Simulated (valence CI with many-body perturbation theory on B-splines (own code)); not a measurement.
## Cl³⁺: electric-dipole lines

Computed by configuration interaction combined with many-body perturbation theory (CI+MBPT): four valence electrons over a frozen Dirac-Fock core [Ne], radial functions for each j: 11 s, 11 p, 10 d, 8 f, 5 g, 2 h, with the one-electron correlation potential Σ1 (screened to all orders), the two-electron term Σ2, the three-electron term Σ3, Breit, model QED; selected single and double excitations, second order for the rest, scaled by the run's own slope (own B-spline code, finite nucleus).

Set against measurement, 24 paired levels are off by 115 cm⁻¹ on average, the worst by 405. These come from a selection out of Moore, Atomic Energy Levels, vol. I, NSRDS-NBS 35 (1971 reprint of NBS Circular 467, 1949), an old analysis. Levels without a partner in it may be off by more. Among the levels kept, up to 980 cm⁻¹ of a level comes from second order outside the variational space, and about a tenth of that is noise between levels of different J, which matters for small intervals.

Lines 1 to 50 of 516 in falling wavelength, among levels below 43.321 eV, chosen from the strongest by gf and those to the six lowest levels. Wavelengths and rates use the calculated energies, so an error of 100 cm⁻¹ moves a line at 1351 nm by 1.4 % and its rate by three times that or more. Electric multipoles are in the length gauge, E1 and E2 with the static RPA response of the core. Weak lines are less certain than strong ones. Lines between different terms over intervals too small for the method are left out, as are lines whose strength nearly cancels. Where a level lies close to another of its J and parity, the split of strength between their lines is uncertain. The highest levels of a list are the least certain.

Names give the largest LS component (configuration and term), which can be under half, so a name can repeat, a term be missing and a line seem to break the LS rules; names also repeat where a configuration has a term twice. Letters in brackets count levels of one name in rising energy.

| λ vac (nm) | Upper | Lower | A (s⁻¹) | S (a.u.) |
| --- | --- | --- | --- | --- |
| 1351 | 3s3p²3d ³F_4 [c] | 3s²3p4d ³D°_3 | 1.05e+06 | 1.15e+01 |
| 1330 | 3s3p²3d ³F_3 [c] | 3s²3p4d ³D°_2 | 9.66e+05 | 7.86e+00 |
| 1276 | 3s3p²3d ³F_2 [c] | 3s²3p4d ³D°_1 | 1.75e+06 | 9.00e+00 |
| 1178 | 3s3p²3d ³F_4 [c] | 3s²3p4d ³F°_3 | 1.07e+06 | 7.74e+00 |
| 1013 | 3s²3p5p ³D_1 | 3s²3p5s ¹P°_1 | 4.34e+06 | 6.68e+00 |
| 934.3 | 3s²3p5p ¹P_1 | 3s²3p5s ¹P°_1 | 1.91e+07 | 2.30e+01 |
| 876.8 | 3s²3p5p ³D_2 [a] | 3s²3p5s ³P°_2 | 3.72e+06 | 6.19e+00 |
| 853.5 | 3s²3p4f ¹D_2 | 3s²3p4d ¹P°_1 | 1.18e+07 | 1.81e+01 |
| 837.1 | 3s²3p5p ³D_3 [a] | 3s²3p5s ³P°_2 | 2.03e+07 | 4.11e+01 |
| 832.0 | 3s²3p5p ³D_1 | 3s²3p5s ³P°_1 | 1.67e+07 | 1.42e+01 |
| 814.5 | 3s²3p5p ³D_1 | 3s²3p5s ³P°_0 | 8.94e+06 | 7.15e+00 |
| 806.8 | 3s²3p4f ³D_1 | 3s²3p4d ³P°_0 | 6.40e+06 | 4.97e+00 |
| 804.8 | 3s²3p4f ³D_2 | 3s²3p4d ³P°_1 | 8.02e+06 | 1.03e+01 |
| 794.5 | 3s²3p4f ³D_3 | 3s²3p4d ³P°_2 | 8.63e+06 | 1.49e+01 |
| 790.9 | 3s²3p5p ³D_2 [a] | 3s²3p5s ³P°_1 | 2.22e+07 | 2.71e+01 |
| 762.8 | 3s²3p5p ¹P_1 | 3s²3p5s ³P°_0 | 1.04e+07 | 6.81e+00 |
| 728.7 | 3s²3p5p ³P_1 [a] | 3s²3p5s ¹P°_1 | 8.22e+06 | 4.71e+00 |
| 719.9 | 3s²3p5p ¹D_2 [a] | 3s²3p5s ¹P°_1 | 2.05e+07 | 1.89e+01 |
| 706.9 | 3s²3p4f ¹G_4 | 3s²3p4d ¹F°_3 | 2.88e+07 | 4.52e+01 |
| 682.3 | 3s²3p5p ¹D_2 [b] | 3s²3p5s ¹P°_1 | 1.92e+07 | 1.50e+01 |
| 653.5 | 3s3p²3d ³D_3 [d] | 3s²3p5s ³P°_2 | 4.37e+06 | 4.21e+00 |
| 647.5 | 3s²3p5p ³S_1 | 3s²3p5s ³P°_2 | 2.38e+07 | 9.56e+00 |
| 639.2 | 3s²3p5p ³P_1 [b] | 3s²3p5s ³P°_2 | 5.17e+07 | 2.00e+01 |
| 635.8 | 3s²3p5p ³P_2 | 3s²3p5s ³P°_2 | 4.93e+07 | 3.13e+01 |
| 630.1 | 3s²3p5p ³P_0 | 3s²3p5s ³P°_1 | 7.69e+07 | 9.49e+00 |
| 630.1 | 3s²3p5p ³P_1 [a] | 3s²3p5s ³P°_1 | 3.06e+07 | 1.13e+01 |
| 625.3 | 3s²3p4f ³G_4 | 3s²3p4d ¹F°_3 | 7.64e+06 | 8.30e+00 |
| 623.4 | 3s²3p5p ¹D_2 [a] | 3s²3p5s ³P°_1 | 2.31e+07 | 1.38e+01 |
| 620.0 | 3s²3p5p ³P_1 [a] | 3s²3p5s ³P°_0 | 3.79e+07 | 1.34e+01 |
| 610.4 | 3s²3p5p ³D_2 [b] | 3s²3p5s ³P°_2 | 1.67e+07 | 9.38e+00 |
| 606.7 | 3s²3p5p ³D_3 [b] | 3s²3p5s ³P°_2 | 3.74e+07 | 2.89e+01 |
| 599.4 | 3s²3p5p ³S_1 | 3s²3p5s ³P°_1 | 1.11e+07 | 3.54e+00 |
| 595.0 | 3s²3p5p ¹D_2 [b] | 3s²3p5s ³P°_1 | 8.08e+06 | 4.20e+00 |
| 590.8 | 3s²3p5d ³F°_3 | 3s²3p5p ³D_2 [b] | 1.03e+07 | 7.32e+00 |
| 571.7 | 3s²3p4f ³D_3 | 3s²3p4d ¹D°_2 | 5.32e+06 | 3.43e+00 |
| 568.8 | 3s²3p5d ³F°_3 | 3s²3p5p ³P_2 | 7.37e+06 | 4.69e+00 |
| 567.5 | 3s²3p5p ³D_2 [b] | 3s²3p5s ³P°_1 | 7.67e+06 | 3.46e+00 |
| 563.6 | 3s²3p5d ³F°_3 | 3s²3p5p ¹D_2 [b] | 1.49e+07 | 9.19e+00 |
| 561.9 | 3s²3p5d ³D°_2 [a] | 3s²3p5p ³S_1 | 1.71e+07 | 7.47e+00 |
| 561.3 | 3s²3p5d ³D°_2 [b] | 3s²3p5p ³D_2 [b] | 1.91e+07 | 8.33e+00 |
| 559.7 | 3s²3p5d ¹D°_2 | 3s²3p5p ¹D_2 [a] | 1.89e+07 | 8.17e+00 |
| 558.8 | 3s²3p5d ³F°_4 | 3s²3p5p ³D_3 [b] | 5.38e+07 | 4.17e+01 |
| 558.0 | 3s²3p5d ³D°_1 | 3s²3p5p ³P_1 [b] | 1.45e+07 | 3.74e+00 |
| 555.4 | 3s²3p5d ³D°_3 | 3s²3p5p ³D_3 [b] | 2.59e+07 | 1.53e+01 |
| 552.4 | 3s²3p5d ³D°_3 | 3s²3p5p ³D_2 [b] | 1.34e+07 | 7.82e+00 |
| 540.3 | 3s²3p5d ³F°_3 | 3s²3p5p ¹D_2 [a] | 3.42e+07 | 1.86e+01 |
| 539.0 | 3s²3p5d ³D°_2 [b] | 3s²3p5p ³P_1 [b] | 2.86e+07 | 1.10e+01 |
| 537.5 | 3s²3p5d ³D°_2 [a] | 3s²3p5p ³P_1 [a] | 4.31e+07 | 1.65e+01 |
| 534.1 | 3s²3p4f ¹F_3 | 3s²3p4d ¹D°_2 | 5.26e+07 | 2.77e+01 |
| 533.1 | 3s²3p5d ³D°_3 | 3s²3p5p ³P_2 | 8.64e+07 | 4.52e+01 |
